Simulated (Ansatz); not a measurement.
Stepwise reaction of `COB(Cl)OC` with water, as a gas-phase model of exchange steps in deposition or etching. ΔE in kJ/mol.

Isolated molecules relaxed with PBE0-D4/def2-TZVP in Ansatz; ΔE leaves out vibrations. CCSD(T)/CBS adds triple-zeta CCSD(T) − MP2 to the extrapolated MP2 energy (def2 sets, frozen cores). This one scheme is used for every species. DFT in def2-TZVPP. B3LYP here is the variant with VWN-RPA as its local correlation; programs differ in this. Each species was taken in one conformer, which may not be the lowest.

| step | reaction | PBE-D4 | B3LYP-D4 | ωB97M-V | CCSD(T)/CBS |
| --- | --- | --- | --- | --- | --- |
| 1 | `COB(Cl)OC` + H₂O → `COB(O)Cl` + CH₃OH | 3.0 | 5.1 | 4.0 | 8.1 |
| 2 | `COB(O)Cl` + H₂O → `OB(O)Cl` + CH₃OH | 2.1 | 3.9 | 3.1 | 7.0 |

Question: By hand: ΔE of the 2 steps together at CCSD(T)/CBS.

Answer: (8.1) + (7.0) = 15.1 kJ/mol, or 7.5 kJ/mol a step.

In ΔE the steps differ by no more than 1.1 kJ/mol. All are uphill at CCSD(T)/CBS. PBE-D4 differs from CCSD(T)/CBS by -5.1 to -4.9 kJ/mol a step. Isolated molecules leave out the surface, adducts and barriers. Largest T1 diagnostic: 0.012.
